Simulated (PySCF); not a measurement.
This script is equivalent to a calculation on Hg²⁺ (mercury, charge +2).

```python
from pyscf import gto, scf, dft, mp, cc
import basis_set_exchange as bse
txt = bse.get_basis("def2-SVP", elements=["Hg"], fmt="nwchem", header=False)
cut = txt.index("\nECP")
mol = gto.M(atom="Hg 0 0 0", charge=2, spin=0, symmetry="D2h",
            basis=gto.basis.parse(txt[:cut]),
            ecp={"Hg": gto.basis.parse_ecp(txt[cut:])})
mf = scf.UHF(mol)
mf.irrep_nelec = {'Ag': (3, 3), 'B1g': (1, 1), 'B2g': (1, 1), 'B3g': (1, 1), 'B1u': (1, 1), 'B2u': (1, 1), 'B3u': (1, 1)}
mf.kernel()
```

(1) What total energy does it give?

(2) Which occupied shell lies highest, and where?

Energies and moments cover only the electrons outside the core potential. Spin-orbit coupling, which splits the p, d and f shells strongly at this Z, is absent.

Answers

(1) -151.60704 hartree (calculated).

(2) 5d, at -35.222 eV.
